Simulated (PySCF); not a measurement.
OI2: fields on a plane

All numbers come from PySCF, PBE0, basis O def2-SVP, I def2-SVP with ECP28 (scalar-relativistic core potentials, no spin–orbit coupling, density fitting).

The singlet minimum has O–I 2.023 Å (×2); I–O–I 118.0°.

The plane holds O1 at (0.00, 0.00), I2 at (2.02, 0.00), I3 at (-0.95, 1.79) Å. Columns run from x = -2.85 to 4.35 Å, rows from y = 4.05 (top) to -1.95 Å, in steps of 0.3 Å. Other isomers or separated fragments may lie lower. Core electrons replaced by a potential are absent, the electrostatic potential uses the reduced nuclear charge, and values within about 0.7 Å of such atoms have no physical meaning.

**Question.** Give the electron density (e/Å³) (cut at 5 e/Å³). Every second row and column.

**Answer.** 
```
0.00 0.00 0.00 0.01 0.01 0.00 0.00 0.00 0.00 0.00 0.00 0.00 0.00
0.00 0.01 0.02 0.05 0.05 0.03 0.01 0.00 0.00 0.00 0.00 0.00 0.00
0.01 0.04 0.18 0.45 0.42 0.15 0.03 0.01 0.00 0.00 0.00 0.00 0.00
0.02 0.17 1.05 5.00 2.75 0.43 0.06 0.01 0.01 0.01 0.00 0.00 0.00
0.04 0.29 2.22 5.00 5.00 0.46 0.07 0.06 0.09 0.07 0.03 0.01 0.00
0.03 0.16 0.68 1.70 0.88 0.39 0.14 0.30 0.65 0.45 0.11 0.02 0.00
0.01 0.04 0.12 0.28 1.58 2.87 0.67 1.17 5.00 2.48 0.27 0.03 0.00
0.00 0.01 0.02 0.17 3.12 5.00 1.04 2.39 5.00 5.00 0.30 0.03 0.00
0.00 0.00 0.00 0.06 0.47 0.77 0.26 0.60 1.79 0.89 0.17 0.02 0.00
0.00 0.00 0.00 0.01 0.03 0.04 0.04 0.13 0.26 0.18 0.05 0.01 0.00
0.00 0.00 0.00 0.00 0.00 0.00 0.01 0.02 0.03 0.03 0.01 0.00 0.00
```

**Question.** Give the electrostatic potential (V) (cut at 20 V). Lower edges of the bins (V): '_' -1.33, '.' -1.20, ':' -1.00, '-' -0.69, '=' -0.19, '+' 0.61, '*' 1.87, '#' 3.87, '%' 7.03, '@' 12.05; top 20.0, each point printed twice.

**Answer.** 
```
++++++++++++++++++================================
++++++++****++++++================================
++++************++++==============================
++++****##########**++============================
++****##%%@@@@@@%%##**++==========================
++**##%%@@@@@@@@@@%%##++==========================
++**##@@@@@@@@@@@@@@%%**++========================
++**##@@@@@@@@@@@@@@@@##**++++====================
==++##@@@@@@@@@@@@@@@@##**++++++++++++++==========
==++**@@@@@@@@@@@@@@%%##******######****++++++++++
====**##@@@@@@@@@@@@%%######%%@@@@@@%%##****++++++
====++**%%@@@@@@@@@@%%%%##%%@@@@@@@@@@@@##****++++
--====++**##%%%%@@@@@@@@%%@@@@@@@@@@@@@@%%##****++
----====++****%%@@@@@@@@@@@@@@@@@@@@@@@@@@##****++
------======++##@@@@@@@@@@@@@@@@@@@@@@@@@@##****++
--------------**%%@@@@@@%%@@@@@@@@@@@@@@%%##****++
----------::..::++########%%@@@@@@@@@@@@####**++++
----------::..__..--==++**##%%%%@@@@%%##****++++++
----------::....__..--==++++****####****++++++++++
----------::::::::::----====++++++++++++++++++====
--------------::::--------========================
```
